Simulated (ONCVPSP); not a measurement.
tantalum, ONCV: configuration errors across variants

Ta (Z = 73), optimised norm-conserving Vanderbilt (ONCV), made with ONCVPSP 4.0.1 (PBE, scalar-relativistic). Core [Kr] 4d10 4f14, reference 5s2 5p6 5d3 6s1.5 6p0.5. Waves: 5s+6s: rc 2.00 bohr, ncon 4, nbas 8, qcut 5.1 1/bohr, 2 projectors; 5p+6p: rc 1.80 bohr, ncon 4, nbas 8, qcut 7.9 1/bohr, 2 projectors; 5d: rc 1.95 bohr, ncon 4, nbas 7, qcut 5.8 1/bohr, 2 projectors, debl 2.3 Ha; f scattering state at 0.2 Ha: rc 1.55 bohr, ncon 5, nbas 8, qcut 7 1/bohr, 3 projectors, debl 0.8 Ha. Local part: polynomial inside 1.10 bohr (lpopt 2, dvloc0 2 Ha). Core correction: Teter function, fcfact 2.5, rcfact 1.35.

All-electron excitation energies from the reference (eV): (1) 5s2 5p6 5d3 6s2 6p0 -2.056; (2) 5s2 5p6 5d3 6s1 6p0 6.411; (3) 5s2 5p6 5d3 6s0 6p0 21.384; (4) 5s2 5p6 5d4 6s0 6p0 7.845.

A true bound ghost makes a file unfit for plane-wave use even where its test errors are small: the radial tests pick states by their node count and pass the ghost by.

Errors AE − PS in meV (a dash: test not solved or not reliable):

```csv
change,(1),(2),(3),(4),bound ghosts,GHOST(+) flags above zero
base,+0.5,-1.8,-1.7,-15,f,f
"core correction Teter function, fcfact 1.2, rcfact 1.35",+0.5,-1.7,-0.5,-13,f,f
"core correction Teter function, fcfact 2.2, rcfact 1.35",+0.5,-1.8,-1.5,-14,f,f
"core correction Teter function, fcfact 2.7, rcfact 1.35",+0.5,-1.8,-1.9,-15,f,f
"core correction Teter function, fcfact 3.5, rcfact 1.35",+0.4,-1.9,-2.5,-16,f,f
"core correction Teter function, fcfact 4.1, rcfact 1.35",+0.4,-1.9,-2.9,-16,f,f
"core correction Teter function, fcfact 4.8, rcfact 1.35",+0.4,-1.9,-3.4,-17,f,f
"core correction Teter function, fcfact 5.6, rcfact 1.35",+0.4,-2.0,-3.9,-18,f,f
"core correction Teter function, fcfact 6.4, rcfact 1.35",+0.3,-2.0,-4.4,-19,f,f
"core correction Teter function, fcfact 7, rcfact 1.35",+0.3,-2.1,-4.7,-19,f,f
```

**Question.** Give the same row for: core correction Teter function, fcfact 7.6, rcfact 1.35.

**Answer.** +0.3, -2.1, -5.0, -20; bound ghosts: f; GHOST(+) flags above zero: f.
